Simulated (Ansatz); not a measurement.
`[SiH3][SbH][SiH3]` + H₂O → `[OH][SbH][SiH3]` + SiH₄ at 600 K and 1 bar (formal hydrolysis of the Sb–Si bond).

Isolated molecules relaxed with PBE0-D4/def2-TZVP in Ansatz; ΔE leaves out vibrations. CCSD(T)/CBS adds triple-zeta CCSD(T) − MP2 to the extrapolated MP2 energy (def2 sets, frozen cores). This one scheme is used for every species. def2 core potentials past Kr. For Sb outer-core shells are correlated without core-valence functions, which leaves a few kJ/mol of doubt a bond. Each species was taken in one conformer, which may not be the lowest.

```tsv
species	CCSD(T)/CBS energy (Eh)	H − E (kJ/mol)	S (J/(mol·K))
`[SiH3][SbH][SiH3]`	-822.37750	212.6	468.7
H₂O	-76.37941	76.8	212.8
`[OH][SbH][SiH3]`	-607.27229	171.5	420.9
SiH₄	-291.46306	108.7	242.3
```

H − E and S are ideal-gas, rigid-rotor, harmonic terms from PBE0-D4/def2-TZVP, for one conformer and one mirror image of each species. 1 Eh = 2625.50 kJ/mol, R = 8.31446 J/(mol·K).

Question: By hand: ΔE, ΔH, ΔS and ΔG.

Answer: ΔE = (-607.27229) + (-291.46306) − (-822.37750) − (-76.37941) = 0.02156 Eh = 56.6 kJ/mol. Δ(H − E) = 171.5 + 108.7 − 212.6 − 76.8 = -9.2, so ΔH = 47.4 kJ/mol. ΔS = 420.9 + 242.3 − 468.7 − 212.8 = -18.3 J/(mol·K). ΔG = 47.4 − 600 × (-18.3)/1000 = 58.4 kJ/mol.

Question: By hand: the equilibrium constant, and the temperature at which ΔG would vanish if ΔH and ΔS stayed fixed.

Answer: log₁₀ K = −ΔG/(RT ln 10) = -5.1. ΔH and −TΔS have one sign here, so there is no such temperature.

ΔH outweighs TΔS. A doubt of 5 kJ/mol in ΔE shifts log₁₀ K by 0.4 here. Other conformers and mirror images would add mixing entropy, several J/(mol·K) or more a flexible species. Modes under 60 cm⁻¹, often nearly free rotors, make the harmonic entropy too high. These are equilibria of isolated gas molecules and say nothing of rates. Largest T1 diagnostic: 0.014 (customary marks: 0.02 for closed shells, 0.045 for open ones).
